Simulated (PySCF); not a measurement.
C4H12Si, SMILES C[Si](C)(C)C at its GFN2-xTB optimised geometry (Å):

```
17

C     -0.9277    -1.5658     1.5588
Si    -0.2914    -0.6659     0.0000
C     -0.9284     1.1337     0.0000
C      1.6176    -0.6659     0.0000
C     -0.9271    -1.5660    -1.5589
H     -0.5817    -1.0792     2.4658
H     -0.5842    -2.5955     1.5894
H     -2.0130    -1.5827     1.5910
H     -0.5879     1.6744    -0.8781
H     -0.5800     1.6771     0.8733
H     -2.0137     1.1695     0.0049
H      2.0137    -0.1543     0.8721
H      2.0134    -1.6771     0.0071
H      2.0136    -0.1666    -0.8792
H     -0.5821    -2.5952    -1.5901
H     -2.0123    -1.5845    -1.5908
H     -0.5821    -1.0785    -2.4658
```

Calculation: PySCF with CAM-B3LYP/def2-SVP.

Map of the Laplacian of the electron density (e/bohr⁵) on the plane z = 1.2 Å:

```
|---------------------------|
|---------------------------|
|---------------------------|
|---------------------------|
|---------------------------|
|-----------=---------------|
|---------=====-------------|
|--------=======------------|
|-------====-===------------|
|-------========------------|
|-------========------------|
|-------========-=====------|
|--------==============-----|
|--------===========-===----|
|-------============-===----|
|------================-----|
|-----=====-:-=========-----|
|-----===--+ -========------|
|-----==---@:=========------|
|-----======-====-----------|
|------=====-===------------|
|-------========------------|
|--------=======------------|
|----------====-------------|
|---------------------------|
|---------------------------|
|---------------------------|
```
Scale: ten equal steps from -0.712 (start of ' ') to 1.09 (end of '@'), in the order ' .:-=+*#%@'; x runs from -4.50 to 4.50, y from -4.50 (bottom) to 4.50 (top).
